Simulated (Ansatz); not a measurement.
Start from `CO[SiH](F)OC` and change one atom or group to get `CO[Si](F)(C#N)OC`.

Ansatz, PBE0-D4/def2-TZVP geometries, multiplicity 1. Each molecule was computed in one conformer, which needn't be the lowest.

| property | `CO[SiH](F)OC` |
| --- | --- |
| size of the dipole moment (B3LYP/def2-TZVPP) / D | 1.47 |
| LUMO energy (PBE0/def2-TZVPP) / eV | 1.17 |
| HOMO–LUMO gap (PBE/def2-TZVPP) / eV | 7.29 |
| HOMO–LUMO gap (B3LYP/def2-TZVPP) / eV | 9.18 |
| HOMO energy (ωB97M-V/def2-TZVPP) / eV | -11.00 |
| HOMO–LUMO gap (PBE0/def2-TZVPP) / eV | 9.75 |

Task: Give the same properties after the change, and the shifts. (An estimate is asked.)

Result: Computed: 
```json
{"property": "size of the dipole moment (B3LYP/def2-TZVPP) / D", "`CO[Si](F)(C#N)OC`": "3.30", "shift": "1.83"}
{"property": "LUMO energy (PBE0/def2-TZVPP) / eV", "`CO[Si](F)(C#N)OC`": "-0.57", "shift": "-1.74"}
{"property": "HOMO–LUMO gap (PBE/def2-TZVPP) / eV", "`CO[Si](F)(C#N)OC`": "6.07", "shift": "-1.22"}
{"property": "HOMO–LUMO gap (B3LYP/def2-TZVPP) / eV", "`CO[Si](F)(C#N)OC`": "8.20", "shift": "-0.98"}
{"property": "HOMO energy (ωB97M-V/def2-TZVPP) / eV", "`CO[Si](F)(C#N)OC`": "-11.67", "shift": "-0.67"}
{"property": "HOMO–LUMO gap (PBE0/def2-TZVPP) / eV", "`CO[Si](F)(C#N)OC`": "8.69", "shift": "-1.06"}
```

With PBE0 the HOMO falls by 0.68 eV and the LUMO falls by 1.74 eV, so the gap narrows by about 1.06 eV. PBE moves the HOMO by -0.68 eV and ωB97M-V by -0.67 eV. Dipoles are sizes alone; their direction can turn.

B3LYP here is the variant with VWN-RPA as its local correlation; programs differ in this.
